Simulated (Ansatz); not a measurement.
A geometry relaxed with r2SCAN-D4/def2-TZVP run with Ansatz (an electronic-structure program), charge 0, multiplicity 1:

```xyz
9

H     -1.4305    -0.8842    -0.3337
N      1.2465    -0.1798    -0.1338
H     -1.1893    -0.3428     1.1865
H     -0.1280     0.8974    -1.2429
H      1.4282    -0.4781     0.8193
H      0.1320     1.4809     0.3951
H      1.1870    -1.0195    -0.7009
C      0.0010     0.5771    -0.2057
N     -1.2468    -0.0510     0.2160
```

### Question
Write the SMILES of this molecule.

### Answer
`NCN`
